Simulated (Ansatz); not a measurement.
# SiH2O2F (SMILES O[Si](O)F): the energy, rung by rung

SiH2O2F: 6 atoms, total charge 0, spin state doublet. As SMILES, `O[Si](O)F`. The shape was relaxed beforehand at wB97X-V/def2-SVP. This is one conformer, not always the lowest.

```xyz
6

O    -0.9046    1.0434   -0.6290
Si    0.3900    0.0344   -0.4488
O     0.3501   -0.5667    1.0983
F     0.1651   -1.1542   -1.5328
H    -1.0589    1.6785    0.0800
H     1.1004   -1.0995    1.3862
```

Quantity: the dissociation energy of the H6–O3 bond into doublet H and singlet SiHO2F (shapes relaxed at wB97X-V/def2-SVP, no zero-point term), in eV. The values are calculated.

```tsv
level	kind	program	value (eV)	CPU time (all runs)
UHF/def2-TZVP	Hartree–Fock	Ansatz	2.53	1.3 s
USVWN5/def2-TZVP	LDA	Ansatz	2.74	1.1 s
UPBE/def2-TZVP	GGA	Ansatz	2.43	2.1 s
U-r2SCAN/def2-TZVP	meta-GGA	Ansatz	2.60	4.1 s
UB3LYP/def2-TZVP	global hybrid	Ansatz	2.53	2.9 s
UPBE0-D4/def2-TZVP	global hybrid	Ansatz	2.60	2.8 s
U-wB97M-V/def2-TZVP	range-separated hybrid	Ansatz	2.45	8.4 s
UB2PLYP/def2-TZVP	double hybrid	Ansatz	2.39	4.5 s
RPA@PBE/def2-TZVP	RPA	Ansatz	2.34	4.6 s
```

The values span 2.34 to 2.74 eV. A fragment with an even electron count was run as a singlet and may have a lower triplet. Measured bond enthalpies also hold zero-point and thermal terms, a few tenths of an eV less. CPU times are rough (shared hosts, several kinds of processor): they show what a rung costs within a factor of a few.
